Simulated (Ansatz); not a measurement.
```yaml
crystal:
  periodic: [false, false, false]
  atoms:
    - {symbol: C, position_ang: [0.404925, -1.975896, 1.347279]}
    - {symbol: N, position_ang: [0.496374, -1.434988, -0.325532]}
    - {symbol: C, position_ang: [1.208357, -2.523763, -0.624286]}
    - {symbol: Ga, position_ang: [0.030918, 0.007282, -0.722025]}
    - {symbol: F, position_ang: [0.367426, 0.245214, -2.451331]}
    - {symbol: N, position_ang: [-0.710881, 1.454098, 0.066718]}
    - {symbol: C, position_ang: [-0.889113, 1.758694, 1.323514]}
    - {symbol: C, position_ang: [-0.974158, 2.411324, -0.993976]}
    - {symbol: H, position_ang: [0.339736, -1.269666, 1.931591]}
    - {symbol: H, position_ang: [1.769516, -2.294186, 1.358680]}
    - {symbol: H, position_ang: [-0.030149, -2.763203, 1.489456]}
    - {symbol: H, position_ang: [0.575318, -3.609488, -0.883862]}
    - {symbol: H, position_ang: [1.025381, -1.954077, -2.105613]}
    - {symbol: H, position_ang: [2.203195, -2.672005, -0.543090]}
    - {symbol: H, position_ang: [-1.865479, 2.222582, 1.523176]}
    - {symbol: H, position_ang: [-0.429649, 2.660471, 1.984203]}
    - {symbol: H, position_ang: [-0.335828, 0.921603, 1.814661]}
    - {symbol: H, position_ang: [-0.364649, 3.555936, -0.338982]}
    - {symbol: H, position_ang: [-0.709401, 2.386883, -2.055644]}
    - {symbol: H, position_ang: [-2.091259, 2.989860, -0.693330]}
basis:
  gaussian: {orbitals: def2-TZVPP}
total_charge: 3
magnetization: {spin_polarized: true, initial_magnetization: 1}
hamiltonian: {xc: {name: SVWN5}}
output: {forces: true}
```

```sh
$ ansatz run in.yaml --threads 4 --pin off --events-out ev --progress --plain --max-ram 66560MiB --backend cuda --devices 0, --max-vram 37GiB
```

Output, abridged:

```
Functional definition: SVWN5
2262 factors; their error is unknown
mean field evaluation 1: about -62141.2255 eV, gradient 1.3e2 eV
mean field evaluation 2: about -61734.9014 eV, gradient 2.7e2 eV
mean field evaluation 4: about -62172.4452 eV, gradient 7.1e1 eV
mean field evaluation 8: about -62210.3086 eV, gradient 1.2e1 eV
mean field evaluation 16: about -62211.3867 eV, gradient 1.6e-1 eV
mean field evaluation 32: about -62211.3392 eV, gradient 2.3e-4 eV
mean field -62211.33920527 eV, -2286.2245474333 hartree, gradient 5.8e-6 eV, S^2 0.812588; 8 other end points of the search recorded, 0 dependent functions left out
reference -62211.33925400 eV, -2286.2245492241 hartree; 44, 43 occupied and 389, 390 virtual orbitals, 2262 factors
Total energy: -62211.33925400 eV, -2286.2245492241 hartree
Atom 0 at     0.404925    -1.975896     1.347279 Å, force    10.818972     0.868255    -9.027061 eV/Å
Atom 1 at     0.496374    -1.434988    -0.325532 Å, force     1.883992    -9.011510     6.876212 eV/Å
Atom 2 at     1.208357    -2.523763    -0.624286 Å, force    -5.631157    -1.992998    -4.054929 eV/Å
Atom 3 at     0.030918     0.007282    -0.722025 Å, force    -1.613356     7.148870    -4.743204 eV/Å
Atom 4 at     0.367426     0.245214    -2.451331 Å, force    -0.326498    -0.234971     1.426127 eV/Å
Atom 5 at    -0.710881     1.454098     0.066718 Å, force     0.157844     3.901902    -5.915723 eV/Å
Atom 6 at    -0.889113     1.758694     1.323514 Å, force     1.820640    -0.792068     3.834949 eV/Å
Atom 7 at    -0.974158     2.411324    -0.993976 Å, force    -1.402305     3.562545     5.191536 eV/Å
Atom 8 at     0.339736    -1.269666     1.931591 Å, force    -0.767014     8.060591     5.950358 eV/Å
Atom 9 at     1.769516    -2.294186     1.358680 Å, force    -3.604818     0.637430     0.690649 eV/Å
Atom 10 at    -0.030149    -2.763203     1.489456 Å, force    -5.772331    -9.112479     0.892710 eV/Å
Atom 11 at     0.575318    -3.609488    -0.883862 Å, force     1.327574     2.371058     0.642221 eV/Å
Atom 12 at     1.025381    -1.954077    -2.105613 Å, force     0.547925    -0.876251     0.473820 eV/Å
Atom 13 at     2.203195    -2.672005    -0.543090 Å, force     4.204283    -0.065320     0.410867 eV/Å
Atom 14 at    -1.865479     2.222582     1.523176 Å, force    -1.141027    -0.256408     0.666881 eV/Å
Atom 15 at    -0.429649     2.660471     1.984203 Å, force     0.077979    -0.552482    -1.345593 eV/Å
Atom 16 at    -0.335828     0.921603     1.814661 Å, force    -1.571407     0.303450     1.422457 eV/Å
Atom 17 at    -0.364649     3.555936    -0.338982 Å, force    -1.400973    -2.150032    -2.075628 eV/Å
Atom 18 at    -0.709401     2.386883    -2.055644 Å, force     0.070337    -0.848916    -0.261609 eV/Å
Atom 19 at    -2.091259     2.989860    -0.693330 Å, force     2.321340    -0.960666    -1.055040 eV/Å
Dipole moment:    -0.213497     0.380992     1.551594 e Å
```

In this input the charge is far from anything that the molecule holds. The calculation finished and met its thresholds. The result belongs to that input, not to the molecule as meant.
